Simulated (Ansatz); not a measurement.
Input for Ansatz (a program for electronic structure): R-RI-MP2/aug-cc-pVQZ on CN2O (a complex), monomers drawn apart or pushed together. Files ending in .json are basis or fitting sets from the Basis Set Exchange.

Ansatz 0.2 input:
```yaml
crystal:
  periodic: [false, false, false]
  atoms:
    - {symbol: C, position_ang: [0.68787463, -0.17168019, -0.67007106]}
    - {symbol: O, position_ang: [-0.27296293, 0.09222424, -0.14784971]}
    - {symbol: N, position_ang: [0.38393684, -0.04286062, 2.76906944]}
    - {symbol: N, position_ang: [-0.59865573, 0.07952935, 3.22664978]}
basis:
  gaussian:
    orbitals: aug-cc-pVQZ
    fitting: {mean_field: def2-universal-JKFIT, correlation: aug-cc-pVQZ-RIFIT.json}
magnetization: {spin_polarized: false}
correlation: {method: mp2, electrons: outside_noble_gas}
scf: {lower_state_search: off}
```

The head of its log:

```
WARN ansatz: RAYON_NUM_THREADS=1 ignored (pool sized by the plan → 1); use --threads N
Functional definition: HF
these checks for a lower state are left out or cut short: stability, starts, cluster_reference, orbital_swaps, neighbouring_geometries, increment
integrals: 0.31 GiB planned
306 factors; integrals over basis functions are off by at most 1.2e0 eV
mean field: 0.51 GiB planned
mean field evaluation 1: about -6033.3753 eV, gradient 2.9e1 eV
mean field evaluation 2: about -6034.1477 eV, gradient 2.3e1 eV
mean field evaluation 4: about -6034.9561 eV, gradient 3.3e-1 eV
mean field -6034.95644189 eV, -221.7805585990 hartree, gradient 1.9e-6 eV, S^2 0.000000; 0 other end points of the search recorded, 0 dependent functions left out
4 core orbitals not correlated
672 factors; their error is unknown
reference -6034.95644189 eV, -221.7805585990 hartree; 10, 10 occupied and 306, 306 virtual orbitals, 672 factors
```

Task: Predict the final total energy.

Result: -222.5654 hartree.
